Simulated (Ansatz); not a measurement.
Relaxation of AlH₅O₄ (10 atoms, charge 0, multiplicity 1), to a largest force component of 0.03 eV/Å in at most 50 steps.

Computed with RKS PBE-D4/def2-mTZVP (Ansatz).

```xyz
10
Properties=species:S:1:pos:R:3
Al 0.110 -0.355 0.156
H -1.583 1.877 0.495
O 1.311 0.146 1.271
O -1.099 -1.464 0.639
H -1.172 1.981 -0.058
O 0.036 0.609 -1.409
O 0.967 -0.609 -1.607
H 1.359 -0.253 2.153
H -1.775 -1.762 0.010
H 1.845 -0.171 -1.650
```

Where does it end, and by what steps?

The run converged. The force dipped under the threshold on the way, but the program's further checks kept it going. After 16 steps the energy has fallen by 0.113 eV; H5 moved furthest, 0.55 Å.

```tsv
step	energy less start (eV)	largest force component (eV/Å)	accepted
0	0.0000	1.791	yes
1	-0.0922	0.456	yes
2	-0.1011	0.214	yes
3	-0.1039	0.042	yes
4	-0.1047	0.023	yes
5	-0.1000	0.479	no
6	-0.1058	0.155	yes
7	-0.1073	0.162	yes
8	-0.1095	0.146	yes
9	-0.1107	0.174	yes
10	-0.1120	0.088	yes
11	-0.1126	0.031	yes
12	-0.1118	0.074	no
13	-0.1128	0.007	yes
14	-0.1131	0.079	yes
15	-0.1133	0.041	yes
16	-0.1134	0.004	yes
```

```xyz
10
Properties=species:S:1:pos:R:3
Al 0.115 -0.292 0.050
H -1.718 1.601 0.512
O 1.290 0.267 1.168
O -1.148 -1.323 0.580
H -1.141 2.085 0.482
O 0.157 0.466 -1.567
O 1.060 -0.779 -1.618
H 1.254 -0.012 2.096
H -1.819 -1.647 -0.041
H 1.950 -0.365 -1.663
```

Whether the end is a true minimum wasn't checked by a vibrational analysis.

Time of the run: 16 s on 2 threads of AMD EPYC 9R45 96-Core Processor (Zen 5) (shared host), peak memory 0.17 GiB.
